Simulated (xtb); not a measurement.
Br4Sn (SMILES [Br][Sn]([Br])([Br])[Br]), singlet, from a rough starting geometry (GFN-xTB shapes and energies of metal compounds can be far from the true ones).

Here is a job for xtb.
```
$ xtb mol.xyz --gfn 2 --opt vtight --json

# file mol.xyz
5

Br    -0.89750144     2.30170621    -0.78267832
Sn     0.00406367     0.00746572    -0.03487777
Br    -1.75383352    -1.83093964    -0.40109519
Br     0.54393730     0.12590296     2.45782100
Br     2.11534743    -0.55181669    -1.34716563
```

Question: What does this run give for the total energy at the end of the optimisation, dipole moment, HOMO-LUMO gap?

Answer: 
```
Property                                           Value
-------------------------------------------  -----------
total energy at the end of the optimisation  -18.6315 Eh
dipole moment                                     0.00 D
HOMO-LUMO gap                                    1.31 eV
```
